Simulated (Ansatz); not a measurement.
Reaction (ligand exchange at the Si–C bond): `C=[C]([SiH3])[GeH3]` + `[OH][Cd][Br]` → `[SiH3][O][Cd][Br]` + `C=[CH][GeH3]`

Isolated molecules relaxed with PBE0-D4/def2-TZVP in Ansatz; ΔE leaves out vibrations. CCSD(T)/CBS is the MP2 limit (def2-TZVPP, def2-QZVPP) plus CCSD(T) − MP2 in def2-TZVPP, frozen cores. Functionals use def2-TZVPP. B3LYP here is the variant with VWN-RPA as its local correlation; programs differ in this. def2 core potentials past Kr. For Br, Cd, Ge outer-core shells are correlated without core-valence functions, which leaves a few kJ/mol of doubt a bond. Scalar relativity is left out up to krypton. Each species was taken in one conformer, which may not be the lowest.

**Question.** Is it downhill or uphill in electronic energy at CCSD(T)/CBS, and by how much? (Estimate.)

**Answer.** Computed: Downhill: ΔE = -1.03 eV.

**Question.** What do these levels give: r2SCAN-D4, PBE0-D4, B3LYP-D4, ωB97X-V, ωB97M-V, PBE0, HF/def2-TZVPP, SCS-MP2/def2-TZVPP, CCSD/def2-TZVPP, CCSD(T)/def2-TZVPP, HF/CBS(def2), MP2/CBS(def2)? (Best estimate.)

**Answer.** Computed: r2SCAN-D4 -1.02, PBE0-D4 -0.96, B3LYP-D4 -1.04, ωB97X-V -1.07, ωB97M-V -1.06, PBE0 -0.99, HF/def2-TZVPP -1.37, SCS-MP2/def2-TZVPP -1.12, CCSD/def2-TZVPP -1.12, CCSD(T)/def2-TZVPP -1.08, HF/CBS(def2) -1.38, MP2/CBS(def2) -1.02 eV.

Largest T1 diagnostic among the species: 0.014.

In def2-TZVPP, CCSD(T) changes the Hartree–Fock value by +0.30 eV (the triples alone add +0.05 eV) and MP2 by +0.31 eV. The D4 term adds +0.06 eV with B3LYP and +0.04 eV with PBE0; it sums over pairs of atoms, weighted by their polarisabilities, and B3LYP, whose exchange is more repulsive, gets the larger term.
